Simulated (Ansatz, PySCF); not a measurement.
Spin gap between two states, R1 and P1; the higher of the two is an excited state, each structure at its B3LYP-D3(BJ)/def2-TZVP stationary point, reached from a drawn start (curvature not checked).
R1, CH2 (SMILES [CH2]) (charge 0, multiplicity 1, Z-matrix in Å and degrees):
```
C
H 1 1.1106
H 1 1.1106 2 101.82
```
P1, CH2 (SMILES [CH2]) (charge 0, multiplicity 3):
```tsv
atom	x (Å)	y (Å)	z (Å)
C	0.0000	0.0000	-0.2750
H	0.9963	0.0000	0.1375
H	-0.9963	0.0000	0.1375
```

P less R. No zero-point or thermal terms; singlets are restricted closed shells; open shells are unrestricted.

Frozen-core correlation throughout.

Run with Ansatz (a quantum-chemistry and plane-wave program) with Gaussian orbitals; PySCF for the D3/D4 terms. All values are computed, each at the level named.

One of these levels gives -17.71 kcal/mol for the spin gap. Which one is it?
(A) BLYP/def2-TZVPP
(B) MP2/cc-pVTZ
(C) PBE0-D4/def2-TZVPP
(D) HF/cc-pVTZ

C, PBE0-D4/def2-TZVPP. The others give -28.46 (HF/cc-pVTZ), -10.44 (BLYP/def2-TZVPP), -15.32 (MP2/cc-pVTZ)
